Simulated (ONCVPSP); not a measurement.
**Potentials for S compared**

Generated with ld1.x 7.5 (TM, RRKJ, ultrasoft, PAW), atompaw 4.2 or ONCVPSP 4.0.1. The cutoff is in Ry: for ld1.x and atompaw files where the sum of valence levels is converged to 10 mRy in a Bessel basis, for ONCV files where the hardest occupied wave has 1 mHa per electron of residual kinetic energy. The error is the largest all-electron minus pseudo excitation energy over each file’s own four to seven test configurations (ionisations up to +4, promotions, holes and added fractions of an electron), all of which were solved. The labels leave out finer settings (local radius, basis sizes, second energies), which also bear on the numbers. Spin-polarised tests are not counted. The rows are a selection from randomly drawn settings: files with unsolved tests, undetermined cutoffs or missed reference levels are left out.

| potential | cutoff (Ry) | largest error (meV) | bound ghosts |
| --- | --- | --- | --- |
| ONCV, PBE, scalar-relativistic, rc 0.95/0.95/0.90 (spd), local smoothed, core correction no, reference 2s2 2p6 3s2 3p3, qcut 11.4/16.4/12.4, projectors 2/2/2 | 204 | +23 | none |
| ONCV, LDA (Perdew-Zunger), scalar-relativistic, rc 0.84/0.68 (sp), local smoothed, core correction no, reference 2s2 2p6 3s1 3p5, qcut 19.3/17.3, projectors 2/2 | 269 | +9.2 | none |
| ONCV, PBE, scalar-relativistic, rc 1.35/1.55 (sp), local smoothed, core correction no, reference 3s2 3p1, qcut 4.8/5.3, projectors 2/2 | 40 | +33 | none |

(1) Fill in the row for S: ONCV, PW91, scalar-relativistic, rc 0.85/0.90 (sp), local smoothed, core correction no, reference 2s2 2p6 3s2 3p4, qcut 16/17.6, projectors 2/2.

(2) Fill in the row for S: ONCV, PBE, scalar-relativistic, rc 0.70/0.95 (sp), local smoothed, core correction yes, reference 2s2 2p6 3s2 3p4, qcut 19.4/14.8, projectors 2/3.

(3) Fill in the row for S: ONCV, PBE, scalar-relativistic, rc 0.40/0.75 (sp), local smoothed, core correction yes, reference 2s2 2p6 3s2 3p4, qcut 29.4/21.2, projectors 2/2.

Results:

(1) cutoff 228 Ry, largest error +11 meV, bound ghosts: none.

(2) cutoff 239 Ry, largest error +9.8 meV, bound ghosts: none.

(3) cutoff 549 Ry, largest error +6.9 meV, bound ghosts: none.
